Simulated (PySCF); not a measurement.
C3H8Si2, SMILES C=C1C[SiH2][SiH2]1.

Coordinates come from a B3LYP-D3(BJ)/def2-SVP optimisation. The structure was generated by enumeration, and PubChem lists no compound with its InChIKey, so it may never have been made.

Two levels are set side by side: TDA-PBE/def2-SVPD (PySCF) and TDA-PBE0/def2-SVPD (PySCF). Vertical, same geometry. The lowest singlet is HOMO−1→LUMO 87 % with PBE and HOMO−1→LUMO 77 %, HOMO→LUMO 17 % with the other functional; states are paired by order. Differences are taken from unrounded values.

| quantity | TDA-PBE |
|---|---|
| lowest singlet excitation (eV) | 5.04 |
| lowest triplet excitation (TDA) (eV) | 3.90 |
| first bright state (f over 0.05) (eV) | 5.63 |
| its oscillator strength | 0.10 |

Question: These are the TDA-PBE values. What does TDA-PBE0 give? (An estimate is asked for; the answer gives what the named calculation found.)

Answer: 
| quantity | TDA-PBE0 | TDA-PBE minus TDA-PBE0 |
|---|---|---|
| lowest singlet excitation (eV) | 5.56 | -0.52 |
| lowest triplet excitation (TDA) (eV) | 3.86 | 0.05 |
| first bright state (f over 0.05) (eV) | 6.10 | -0.46 |
| its oscillator strength | 0.08 | 0.02 |

A lower first singlet is the usual sign of a functional without exact exchange. Differences between two approximate levels are no errors against the true value.

Rough cost on one machine, each run with all the roots and properties that it gave: TDA-PBE0 against TDA-PBE about 2 times.
